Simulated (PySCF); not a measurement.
**Which element holds F most strongly?**

PBE in PySCF with def2-TZVPPD on every atom (core potentials on Sn, Sb), for the lowest determinant that a PBE0 search found; no spin–orbit coupling. D0 is De less the harmonic zero-point energy.

```
 M  state (unpaired electrons)  Re (Å)  ωe (cm⁻¹)  D0(MF) (eV)
Sb              triplet (π ↑↑)   1.952        571         4.49
Al      singlet (closed shell)   1.686        742         7.00
Cu      singlet (closed shell)   1.760        594         4.32
 P              triplet (π ↑↑)   1.619        804         5.04
Sn               doublet (π ↑)   1.978        541         5.25
 C               doublet (π ↑)   1.287       1251         6.20
Zn               doublet (σ ↑)   1.809        559         3.16
```

Task: Order the elements by D0 and give the energy of CuF + Al → AlF + Cu.

Result: Al > C > Sn > P > Sb > Cu > Zn; ΔE = 4.32 − 7.00 = -2.68 eV at PBE/def2-TZVPPD. Close neighbours can swap at other levels.

Spin–orbit coupling is left out, which matters for elements this heavy, above all for dissociation energies. States were picked by a PBE0 search and need not be the measured ground states.
